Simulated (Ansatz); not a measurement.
```yaml
crystal:
  periodic: [false, false, false]
  atoms:
    - {symbol: C, position_ang: [-1.708536, -2.144414, 0.302395]}
    - {symbol: C, position_ang: [-1.009810, -1.065069, 0.308254]}
    - {symbol: N, position_ang: [-0.172335, -0.169437, -0.041121]}
    - {symbol: Cu, position_ang: [0.769537, 1.264249, -0.150371]}
    - {symbol: C, position_ang: [2.098926, 2.299946, -0.750975]}
    - {symbol: H, position_ang: [-1.400165, -3.040675, 1.334173]}
    - {symbol: H, position_ang: [-2.068573, -2.851111, -0.568786]}
    - {symbol: H, position_ang: [-3.010353, -1.993345, 1.154006]}
    - {symbol: H, position_ang: [2.531036, 2.840889, 0.540697]}
    - {symbol: H, position_ang: [2.840315, 2.472290, -0.931870]}
    - {symbol: H, position_ang: [1.378447, 3.290502, -1.113047]}
basis:
  gaussian: {orbitals: cc-pVTZ}
hamiltonian: {xc: {name: HF}}
correlation: {method: mp2, frozen_orbitals: {C: 9}}
output: {forces: true}
```

```sh
$ ansatz run in.yaml --threads 2 --pin off --events-out ev --progress --plain --max-ram 32768MiB --backend cuda --devices 0, --max-vram 18GiB
```

**Question.** How does Ansatz answer? (Best estimate.)

**Answer.** Ansatz gave: The program refused the input.
```
Functional definition: HF
Error: "frozen_orbitals" has no count for N
```
